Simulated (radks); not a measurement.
Values are calculated unless marked as measured or tabulated.
Ionisation of neutral lead, [Hg] 6p2, to [Hg] 6p1 as the strength of local exchange is varied. Code: a radial shooting solver on a logarithmic mesh with Libxc functionals. Model: scalar-relativistic Kohn-Sham, Slater X-alpha exchange (alpha = 2/3 is LDA exchange), no correlation, spin-unpolarised, spherical densities, finite nucleus; Fermi nuclear charge, rms radius 5.5012 fm.

alpha  E(Pb) (hartree)  exchange (hartree)  IE (eV)  -e of the level emptied (eV)  <r> of it (bohr)
0.626      -20833.7878           -343.7293    5.563                    2.573 (6p)             3.518
0.667      -20856.4506           -366.6569    5.833                    2.796 (6p)             3.455
0.862      -20964.5886           -476.3983    7.201                    3.962 (6p)             3.199
0.912      -20992.4098           -504.7219    7.574                    4.289 (6p)             3.142
0.979      -21029.7499           -542.7938    8.087                    4.742 (6p)             3.071

NIST Atomic Spectra Database: 7.417 eV (measured). The Delta-SCF value meets it near alpha = 0.89. Spin polarisation and multiplet splitting are left out, so open shells lie too high by an amount that depends on their filling. Spin-orbit splitting is averaged out at the scalar-relativistic level.

Beside tabulated values, note that spin-unpolarised runs miss the spin-polarisation part of the exchange energy of open shells, and scalar-relativistic runs lack spin-orbit coupling.
